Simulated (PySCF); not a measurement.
Q: Write Cartesian coordinates for InChI=1S/C11H14O/c1-5-10-6-7-12-11(10)9(4)8(2)3/h1,6-9H,2-4H3/t9-/m1/s1 as optimised with PBE0-D3(BJ)/def2-SVP.

A: 
```xyz
26
C11H14O angstrom
C      2.4691   -2.0903    0.9896
C      2.2162   -1.0104    0.4952
C      1.9392    0.2524   -0.0900
C      2.8568    1.0922   -0.8166
C      2.1428    2.1848   -1.1909
O      0.8656    2.0813   -0.7568
C      0.7313    0.9187   -0.0916
C     -0.6144    0.5864    0.4627
C     -0.5432    0.4469    1.9849
C     -1.2150   -0.6526   -0.2423
C     -2.6121   -0.9786    0.2736
C     -1.2342   -0.4666   -1.7554
H      2.6890   -3.0459    1.4275
H      3.9051    0.8859   -1.0164
H      2.3901    3.0861   -1.7449
H     -1.2571    1.4503    0.2174
H      0.0610   -0.4285    2.2684
H     -0.0786    1.3364    2.4343
H     -1.5439    0.3332    2.4247
H     -0.5525   -1.5061   -0.0093
H     -3.2957   -0.1254    0.1260
H     -2.6178   -1.2346    1.3425
H     -3.0338   -1.8374   -0.2708
H     -1.6445   -1.3577   -2.2545
H     -1.8633    0.3941   -2.0385
H     -0.2256   -0.2930   -2.1592
```

Orientation and origin are arbitrary. Atoms count from 1 in this order. The C–C distances run from 1.214 Å (C1≡C2, drawn triple) to 1.547 Å (C8–C10, drawn single), a spread of 0.333 Å. The 5-membered ring C3–C4–C5–O6–C7 has internal angles of 105.9° to 110.3° (sum 540°, against 540° for a flat polygon); it is planar, 0.00 Å rms from its mean plane, widest ring torsion 0°. Of the pairs four or more bonds apart, C7···H26 is among the closest relative to their van der Waals radii: 2.58 Å, 89 % of the sum of Bondi's values.

Bonds between heavy atoms (Å): C1≡C2 1.214, C2–C3 1.419, C3–C4 1.441, C4–C5 1.358, C5–O6 1.353, O6–C7 1.346, C7–C8 1.493, C8–C9 1.530, C8–C10 1.547, C10–C11 1.525, C10–C12 1.525, C3–C7 1.379.

The calculation used PySCF, PBE0-D3(BJ)/def2-SVP geometry optimisation, gas phase.

Point group: C1 (no symmetry element, even within 0.4 Å). Not checked by PBE0-D3(BJ)/def2-SVP frequencies. One conformer, not necessarily the lowest (O6–C7–C8–C9 -119°, C7–C8–C10–C11 -178°).
